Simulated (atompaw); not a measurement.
# Pseudopotential generation for Ga (Z = 31): PAW (atompaw), LDA (PW92), scalar-relativistic.

Input for atompaw 4.2.0.5:

```
Ga 31
LDA-PW scalarrelativistic loggrid 1500 logderivrange -4 5 226
4 4 3 0 0 0
4 0 1
4 1 2
0 0 0
c
c
c
v
c
c
v
v
2
2.90 2.70 2.00 2.10
y
3.9
n
y
3.3
n
y
-0.65
n
custom rrkj gramschmidtortho gaussian
bessel
2.90
2.10
2.90
2.90
0.80
0.80
PWSCFOUT
UPFDX 0.0125d0 UPFXMIN -7.d0 UPFZMESH 31.d0
END
```

Command:

```bash
atompaw < Ga.input > Ga.log
```

Resulting log (summary file):

```
Completed calculations for Ga (AE)

 Exchange-correlation type: LDA, Perdew-Wang correlation

 Radial integration grid is logarithmic
 r0 =   2.7104631E-04 h =   8.4024356E-03   n =      1500 rmax =   8.0000000E+01

 Scalar relativistic calculation

 AEatom converged in  46 iterations
   nz     =  31.00
   delta  =       3.711080990919E-17

 All Electron Orbital energies:
  n  l      occupancy      energy
  1  0      2.0000000E+00 -7.5061298E+02
  2  0      2.0000000E+00 -9.2748476E+01
  3  0      2.0000000E+00 -1.0977367E+01
  4  0      1.0000000E+00 -7.5530511E-01
  2  1      6.0000000E+00 -8.0852744E+01
  3  1      6.0000000E+00 -7.3922174E+00
  4  1      2.0000000E+00 -2.5684419E-01
  3  2      1.0000000E+01 -1.5635445E+00

 Total energy
   Total                    :    -3881.75784230693716

 ---
 Completed calculations for Ga (SC)

 Exchange-correlation type: LDA, Perdew-Wang correlation

 Radial integration grid is logarithmic
 r0 =   2.7104631E-04 h =   8.4024356E-03   n =      1500 rmax =   8.0000000E+01

 Scalar relativistic calculation

 SCatom converged in   1 iterations
   nz     =  31.00
   delta  =       5.557387174409E-17

 Valence Electron Orbital energies:
  n  l      occupancy      energy
   4  0      1.0000000E+00 -7.5530511E-01
   4  1      2.0000000E+00 -2.5684419E-01
   3  2      1.0000000E+01 -1.5635445E+00

 Total energy
   Total                    :    -3881.75784230872432
   Valence                  :     -271.61967793145237

 PAW parameters:
       lmax =            2
         rc =    2.9193984230886789
        irc =         1106
   rc_shape =    2.7067492125297599
    rc_vloc =    2.0001562672745261
    rc_core =    2.1035924779052819
   Vloc: truncated form - Vps(r)=A.sin(qr)/r for r<rc
   Projector type: RRKJ pseudization + Gram-Schmidt ortho.
   Gaussian compensation charge shape with gausstol =   1.0000E-04

 Number of basis functions     6
 No.   n  nodes  l      Energy         Cp coeff         Occ
  1    4    3    0   -0.7553051E+00  0.1000000E+01  0.1000000E+01
  2  999    4    0    0.3900000E+01  0.3562020E+00  0.0000000E+00
  3    4    2    1   -0.2568442E+00  0.1000000E+01  0.2000000E+01
  4  999    3    1    0.3300000E+01  0.7164495E+00  0.0000000E+00
  5    3    0    2   -0.1563545E+01  0.1000000E+01  0.1000000E+02
  6  999    1    2   -0.6500000E+00  0.1292133E-01  0.0000000E+00

 Eigenvalues of overlap operator (in the basis of projectors):
    1        5.55348079E-01
    2        5.71763425E-01
    3        9.18169336E-01
    4        1.07235154E+00
    5        3.91279865E+00
    6        7.15042042E+00

 Orbital leakage outside PAW augmentation regions
   orb  is_core?  %out_of_sphere
   1 0    T          -0.00
   2 0    T           0.00
   3 0    T           0.00
   4 0    F          20.68
   2 1    T           0.00
   3 1    T           0.00
   4 1    F          50.48
   3 2    F           0.22

 Summary of PAW energies
   Total valence energy     :   -271.61979447653937
   Smooth energy            :    147.32897863642356
   One center               :   -418.94877311296295
   Smooth kinetic           :    151.83690708507501
   Vloc energy              :      9.44614879017367
   Smooth exch-corr         :    -16.09622426290573
   One-center xc            :   -128.98611670004681
```

The run took about 7.4 s on one core of a shared server CPU.
